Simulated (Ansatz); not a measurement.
CH7ClGeSi, SMILES `C[SiH](Cl)[GeH3]`. The species carries charge 0 and has multiplicity 1.

Cartesian coordinates in Å:
```
C 0.248 1.275 1.185
Si 0.130 0.606 -0.549
Cl -1.477 1.498 -1.503
Ge -0.211 -1.747 -0.602
H -0.650 1.035 1.757
H 0.369 2.360 1.169
H 1.111 0.838 1.696
H 1.341 0.970 -1.331
H 0.968 -2.474 0.072
H -1.498 -2.112 0.156
H -0.330 -2.249 -2.049
```

(1) List the harmonic frequencies (cm⁻¹, unscaled) at PBE0-D4/def2-TZVP in Ansatz. (Best estimate.)

(2) Is this a minimum?

(3) Give the ideal-gas thermochemistry at 298.15 K and 1 bar (rigid rotor, harmonic oscillator; point group C1, symmetry number 1).

(4) Rotational constants (cm⁻¹)?

Answers

(1) The calculation gave: 84, 104, 143, 166, 199, 340, 446, 457, 528, 661, 723, 743, 779, 832, 880, 882, 896, 1275, 1441, 1447, 2137, 2150, 2159, 2218, 3051, 3137, 3147.

(2) Yes, all 27 modes are real.

(3) Zero-point energy 185.6 kJ/mol; H(298) − E = 208.9 kJ/mol; entropy 373.6 J/(mol·K), of which translation 171.8, rotation 119.2, vibration 82.6; G(298) − E = 97.5 kJ/mol. Modes under 100 cm⁻¹ are hindered rotations or soft bends, so the harmonic entropy is rough.

(4) 0.1231, 0.04496, 0.03541.
